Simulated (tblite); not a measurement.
C5H13Si2 (doublet state).
Bonds: C1–C2, C2–C3, C3–C4, C4–Si5, Si5–C6, C6–Si7, C4–Si7. Hydrogens: H8, H9, H10 on C1; H11, H12 on C2; H13 on C3; H14 on C4; H15, H16 on Si5; H17, H18 on C6; H19, H20 on Si7.

Computed geometry: GFN2-xTB, gas phase. This method treats the open shell by occupation alone, without spin polarisation.

Q: List the bond lengths, angles and torsions at this level.

A: 
```tsv
bond	length (pm)	order
C1–C2	154.0	single
C2–C3	148.5	single
C3–C4	144.1	single
C4–Si5	194.0	single
Si5–C6, C6–Si7	191.5	single
C4–Si7	197.8	single
C1–H8, C1–H9, C1–H10	108.8	single
C2–H11, C2–H12	109.4	single
C3–H13	107.9	single
C4–H14	109.4	single
Si5–H15, Si7–H19	146.5	single
Si5–H16, Si7–H20	146.2	single
C6–H17	108.7	single
C6–H18	108.6	single
```

Bonds in one row agree within 1 pm and their mean is given. Orders are formal, as drawn. A selection of angles:
```tsv
angle	degrees
C2–C1–H8	110.7
C2–C1–H9	110.0
H8–C1–H9	108.9
H9–C1–H10	108.4
C1–C2–C3	111.8
C1–C2–H11	108.2
C3–C2–H11	110.2
H11–C2–H12	108.2
C2–C3–C4	122.8
C2–C3–H13	117.2
C4–C3–H13	118.4
C3–C4–Si5	118.8
C3–C4–Si7	118.1
C3–C4–H14	109.6
Si5–C4–Si7	90.0
Si5–C4–H14	110.9
Si7–C4–H14	108.0
C4–Si5–C6	88.2
C4–Si5–H15	115.7
C4–Si5–H16	112.5
C6–Si5–H15	116.3
C6–Si5–H16	113.1
H15–Si5–H16	109.7
Si5–C6–Si7	92.7
Si5–C6–H17	113.3
Si5–C6–H18	115.7
H17–C6–H18	106.4
C6–Si7–H19	116.7
```

Torsions: C1–C2–C3–C4 88° (synclinal); C2–C3–C4–Si5 148° (anticlinal); C3–C4–Si5–C6 133° (anticlinal); C4–Si5–C6–Si7 -11° (synperiplanar); Si5–C6–Si7–C4 10° (synperiplanar); C3–C4–Si7–C6 -133° (anticlinal). The mirror-image conformer, all signs reversed, is as good.

Si5 (silicon bonded to 2 C and 2 H) has angles from 88.2° to 116.3°. The 4-membered ring C4–Si5–C6–Si7 has internal angles of 87.2° to 92.7°; it is puckered, 0.09 Å rms from its mean plane, widest ring torsion 11°. The C–Si distances run from 1.912 Å (C6–Si7, drawn single) to 1.978 Å (C4–Si7, drawn single), a spread of 0.066 Å. The C–C distances run from 1.441 Å (C3–C4, drawn single) to 1.540 Å (C1–C2, drawn single), a spread of 0.099 Å. C3 (carbon bonded to 2 C and H) is almost planar (angles 122.8°, 118.4° and 117.2°, sum 358.4°, 0.10 Å off the plane of its three neighbours). Of the pairs four or more bonds apart, H12···H14 is among the closest relative to their van der Waals radii: 2.35 Å, 98 % of the sum of Bondi's values.

Point group: C1 (no symmetry element, even within 0.4 Å). Its GFN2-xTB frequencies are all real (lowest 34 cm⁻¹). 3 starts were optimised and ended at 0.00, 0.00 and 0.50 kcal/mol (GFN2-xTB); the lowest of these is shown.

On one thread, Arm Neoverse V1 (aarch64), on a shared host, this took 1.8 s. These figures are those of the optimisation.
